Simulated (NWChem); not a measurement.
# NbO, quartet; SMILES [O]=[Nb]

Program: NWChem. Spin-unrestricted. The geometry was optimised at PBE0-D3(BJ)/def2-TZVP, spin-unrestricted. No stability test was run on the SCF state. def2 effective core potentials on Nb; no spin-orbit coupling.

For level B3LYP/def2-SVP:

```
Item                                                         Result
-----------------------------------------------------------  ------
highest occupied level (eV)                                   -5.16
lowest empty minus highest occupied level, either spin (eV)    2.43
dipole (D)                                                     3.52
```

Task: Estimate the same quantities for level LRC-wPBEh/def2-SVP.

Result: 
| Item | Value |
|---|---|
| highest occupied level (eV) | -6.98 |
| lowest empty minus highest occupied level, either spin (eV) | 6.29 |
| dipole (D) | 3.66 |
